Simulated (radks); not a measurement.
Q: Charge is removed step by step from the 5p (averaged over the sub-levels emptied) level of the europium ion Eu+, starting from [Xe] 4f7 6s1. All-electron calculation, Dirac Kohn-Sham, PBE, spin-unpolarised, spherical densities, finite nucleus; open shells are shared between the two j in proportion to 2j + 1; Fermi nuclear charge, rms radius 5.1115 fm. Program: a radial shooting solver on a logarithmic mesh with Libxc functionals. At the starting occupation the eigenvalue is -30.138 eV. Estimate the energy to remove one whole electron from this level, the eigenvalue at the end, and how far E(n) bends from a straight line.

A: Delta-SCF 35.857 eV; final eigenvalue -41.762 eV; the deviation from the straight line is -1.454 eV at 0.5 electron removed, the largest on the grid computed. Slater's transition state (half an electron removed) gives 35.810 eV. Integrating minus the eigenvalue over the occupation (Janak's theorem) gives 35.857 eV. The mean slope of the eigenvalue, de/dn, is 11.6 eV per electron.
